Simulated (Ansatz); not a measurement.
Cost and result for the atomization energy of `FB(Cl)OC(F)(F)F` (8 atoms, 7 bonds).

Total charge 0; spin multiplicity 1. All single points use the PBE0-D4/def2-TZVP geometry. It is one conformer, not always the lowest. Program: Ansatz. Hardware: A = 2 threads of an AMD EPYC 7R13 on a shared host; B = 2 threads of an AMD EPYC 7R13 on a shared host and a share of an NVIDIA H100 80 GB. Times are those of one run each, without the atoms' runs, and a repeat can differ threefold. Electronic energies, without spin–orbit coupling; frozen cores. CCSD(T)/CBS adds CCSD(T) − MP2 in def2-TZVPP to the MP2 limit, and its time is that of the two runs behind it. T1 = 0.012. B3LYP takes the VWN-RPA correlation (the form of Gaussian; ORCA's B3LYP/G). HSE06 is the plane-wave form, built on full-range PBE exchange.

CCSD(T)/CBS is a level of theory with its own doubt, some kJ/mol a heavy atom from the limit and from the frozen cores, so smaller differences don't rank the functionals.

```json
{"level": "MP2/def2-QZVPP [B]", "functions": "469", "atomization (kJ/mol)": "3683.0", "difference from CCSD(T)/CBS": "170.0", "per bond": "24.3"}
{"level": "B3LYP-D4/def2-TZVPP (with forces) [A]", "functions": "259", "atomization (kJ/mol)": "3484.3", "difference from CCSD(T)/CBS": "-28.7", "per bond": "-4.1"}
{"level": "BLYP-D4/def2-TZVPP [A]", "functions": "259", "atomization (kJ/mol)": "3530.3", "difference from CCSD(T)/CBS": "17.3", "per bond": "2.5"}
{"level": "HSE06-D4/def2-TZVPP [A]", "functions": "259", "atomization (kJ/mol)": "3552.6", "difference from CCSD(T)/CBS": "39.6", "per bond": "5.7"}
{"level": "revPBE-D4/def2-TZVPP [A]", "functions": "259", "atomization (kJ/mol)": "3534.1", "difference from CCSD(T)/CBS": "21.1", "per bond": "3.0"}
{"level": "CCSD(T)/def2-SVP [B]", "functions": "116", "atomization (kJ/mol)": "3367.0", "difference from CCSD(T)/CBS": "-146.0", "per bond": "-20.8"}
{"level": "B2PLYP/def2-TZVPP [A]", "functions": "259", "atomization (kJ/mol)": "3479.1", "difference from CCSD(T)/CBS": "-33.9", "per bond": "-4.8"}
{"level": "LDA (SPW92)/def2-TZVPP [A]", "functions": "259", "atomization (kJ/mol)": "4300.3", "difference from CCSD(T)/CBS": "787.3", "per bond": "112.5"}
{"level": "B97M-V/def2-TZVPP [A]", "functions": "259", "atomization (kJ/mol)": "3545.4", "difference from CCSD(T)/CBS": "32.4", "per bond": "4.6"}
{"level": "CCSD(T)/def2-TZVPP [B]", "functions": "259", "atomization (kJ/mol)": "3413.3", "difference from CCSD(T)/CBS": "-99.7", "per bond": "-14.2"}
{"level": "RPA@PBE/def2-TZVPP [A]", "functions": "259", "atomization (kJ/mol)": "3128.7", "difference from CCSD(T)/CBS": "-384.3", "per bond": "-54.9"}
{"level": "CCSD(T)/CBS(def2)", "functions": "–", "atomization (kJ/mol)": "3513.0", "difference from CCSD(T)/CBS": "0.0", "per bond": "0.0"}
{"level": "PBE0-D4/def2-TZVPP [A]", "functions": "259", "atomization (kJ/mol)": "3547.8", "difference from CCSD(T)/CBS": "34.8", "per bond": "5.0"}
```

(1) Order the runs by time, with rough figures. (An estimate is asked.)

Answers

(1) Ansatz gave: CCSD(T)/def2-SVP [B] 1.5 s; LDA (SPW92)/def2-TZVPP [A] 1.8 s; MP2/def2-QZVPP [B] 2.5 s; revPBE-D4/def2-TZVPP [A] 2.9 s; BLYP-D4/def2-TZVPP [A] 2.9 s; CCSD(T)/def2-TZVPP [B] 3.9 s; PBE0-D4/def2-TZVPP [A] 4.9 s; HSE06-D4/def2-TZVPP [A] 5.5 s; CCSD(T)/CBS(def2) 6.4 s; B3LYP-D4/def2-TZVPP (with forces) [A] 7.5 s; B2PLYP/def2-TZVPP [A] 8.5 s; RPA@PBE/def2-TZVPP [A] 9 s; B97M-V/def2-TZVPP [A] 11 s.

In def2-TZVPP, CCSD(T) changes the Hartree–Fock value by +956.0 kJ/mol (the triples alone add +82.7 kJ/mol) and MP2 by +1166.6 kJ/mol; breaking electron pairs costs correlation energy, which Hartree–Fock lacks. Leaving LDA and LC-ωPBE aside and taking each functional with its dispersion term where it has one, the values, not all of them listed here, spread over 393.7 kJ/mol, from BHLYP-D4 to PBE-D4. LDA lies +625.4 kJ/mol from PBE without D4, its usual overbinding. From r2SCAN to r2SCAN0 (25 % exact exchange), in def2-TZVPP and without D4, the atomization energy moves by −126.0 kJ/mol: exact exchange takes away binding that semilocal exchange gives to molecules.
